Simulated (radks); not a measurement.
Problem. The mean radii <r> (bohr) of the occupied orbitals of an atom or ion are listed with their occupations. All-electron calculation, scalar-relativistic Kohn-Sham, BLYP, spin-polarised, spherical densities, finite nucleus; Fermi nuclear charge, rms radius of each element as measured or else 0.836 A^(1/3) + 0.57 fm. Program: a radial shooting solver on a logarithmic mesh with Libxc functionals.

orbital  occ.      <r>
1s down     1  0.02971
1s up       1  0.02971
2s up       1   0.1285
2s down     1   0.1285
2p up       3   0.1121
2p down     3   0.1121
3s up       1   0.3474
3s down     1   0.3474
3p up       3   0.3456
3p down     3   0.3455
3d up       5   0.3217
3d down     5   0.3216
4s up       1   0.7924
4s down     1   0.7920
4p up       3   0.8326
4p down     3   0.8324
4d up       1   0.9037

Name the element and its charge. Open shells, if any, are filled with parallel spins first.

Solution. Z = 49, indium, charge +12: In12+ in [Kr] 4d1. The 1s radius gives Z: for a bare nucleus <r> = (2 gamma + 1)/(2Z) with gamma = sqrt(1 - (Z/c)^2), 0.02926 bohr for Z = 49, and screening makes it slightly larger (0.02971 here). The occupations add up to 37, and the charge is Z minus that.
